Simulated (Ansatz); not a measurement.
Relaxation of Au2O2⁻ with UKS PBE-D4/def2-TZVPD.

```sh
$ ansatz run in.yaml --threads 4 --pin off --events-out ev --progress --plain --max-ram 3916MiB
```

```yaml
crystal:
  periodic: [false, false, false]
  atoms:
    - {symbol: Au, position_ang: [0.411860, 0.474380, -0.020950]}
    - {symbol: Au, position_ang: [-1.158810, -1.543910, 0.121750]}
    - {symbol: O, position_ang: [-1.414410, 0.429690, -0.545390]}
    - {symbol: O, position_ang: [2.161360, 0.639840, 0.444590]}
basis:
  gaussian: {orbitals: def2-TZVPD}
total_charge: -1
magnetization: {spin_polarized: true, initial_magnetization: 1}
hamiltonian: {xc: pbe, dispersion: d4}
scf: {lower_state_search: "off"}
output: {orbitals: {seedname: orbitals}}
relax: {f_tol: 0.02, max_steps: 100}
```

It took 49 s on 4 threads of Intel Xeon on a shared host.

Positions (Å) and forces (eV/Å) at steps 1, 2, 3, 4, 5, 6, 7, 8 of 8:

```xyz
4
step=1 energy=-11480.9248 eV
Au    0.412    0.474   -0.021    0.362    1.894   -0.461
Au   -1.159   -1.544    0.122   -1.507   -1.635    0.046
O    -1.414    0.430   -0.545   -0.457   -0.339   -0.033
O     2.161    0.640    0.445    1.602    0.080    0.448
4
step=2 energy=-11481.3729 eV
Au    0.466    0.588   -0.039   -0.378    0.166   -0.161
Au   -1.321   -1.651    0.106   -0.523    0.285   -0.240
O    -1.394    0.377   -0.523    0.521   -0.663    0.352
O     2.249    0.685    0.457    0.380    0.211    0.049
4
step=3 energy=-11481.5204 eV
Au    0.519    0.600   -0.027   -0.077   -0.171    0.029
Au   -1.505   -1.703    0.068   -0.183    0.566   -0.224
O    -1.334    0.311   -0.486    0.437   -0.580    0.302
O     2.320    0.792    0.446   -0.176    0.185   -0.107
4
step=4 energy=-11481.6269 eV
Au    0.586    0.511    0.019    0.223    0.266   -0.014
Au   -1.690   -1.666    0.002   -0.268   -0.450    0.056
O    -1.256    0.203   -0.431    0.173    0.243   -0.022
O     2.360    0.952    0.409   -0.128   -0.059   -0.020
4
step=5 energy=-11481.6551 eV
Au    0.629    0.528    0.027   -0.083   -0.085    0.001
Au   -1.808   -1.701   -0.022   -0.043   -0.091    0.015
O    -1.210    0.161   -0.405    0.220    0.156    0.018
O     2.389    1.013    0.400   -0.094    0.019   -0.034
4
step=6 energy=-11481.6582 eV
Au    0.643    0.514    0.035   -0.072    0.000   -0.021
Au   -1.846   -1.706   -0.032    0.007    0.017   -0.003
O    -1.189    0.151   -0.396    0.109    0.002    0.031
O     2.392    1.041    0.392   -0.044   -0.019   -0.007
4
step=7 energy=-11481.6585 eV
Au    0.643    0.515    0.035   -0.002   -0.019    0.005
Au   -1.850   -1.705   -0.033    0.002   -0.017    0.006
O    -1.183    0.148   -0.393   -0.005    0.030   -0.010
O     2.389    1.042    0.391    0.005    0.006    0.000
4
step=8 energy=-11481.6586 eV
Au    0.640    0.515    0.034   -0.003    0.004   -0.002
Au   -1.840   -1.705   -0.031   -0.001    0.006   -0.002
O    -1.187    0.154   -0.396   -0.006   -0.012    0.002
O     2.387    1.036    0.392    0.010    0.002    0.002
```

In the def2 sets Au takes a core potential; there is no spin–orbit coupling. Another isomer (doublet) lies 0.56 eV lower at PBE0-D4/def2-TZVPD; other spin states weren't run for this one.
